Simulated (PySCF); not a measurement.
LDA on B⁺ (boron, charge +1)

Configuration: [He] 2s2, closed-shell 1S. Computed with PySCF 2.14 in 6-31G*, with the non-relativistic Hamiltonian (point nucleus).

```json
{"Total energy": "-24.0325 hartree", "One-electron energy": "-30.3446 hartree", "Hartree (Coulomb) energy": "9.5943 hartree", "Exchange-correlation energy": "-3.2821 hartree", "Kinetic energy": "24.14743 hartree", "⟨S²⟩": "0.0000", "⟨L²⟩": "0.000", "Sum of ⟨r⟩": "4.246 bohr", "Sum of ⟨r²⟩": "7.923 bohr²", "Density at the nucleus (Gaussians lack the cusp)": "67.9 bohr⁻³", "Langevin diamagnetic susceptibility": "-6.28 ×10⁻⁶ cm³/mol", "Time after the integrals": "0.03 s of wall time on 1 thread of Neoverse-V2 (shared host)"}
```

| shell | electrons | mean orbital energy (eV) | rms radius, mean of both spins (bohr) |
| --- | --- | --- | --- |
| 1s | 2 | -191.19 | 0.385 |
| 2s | 2 | -19.404 | 1.95 |
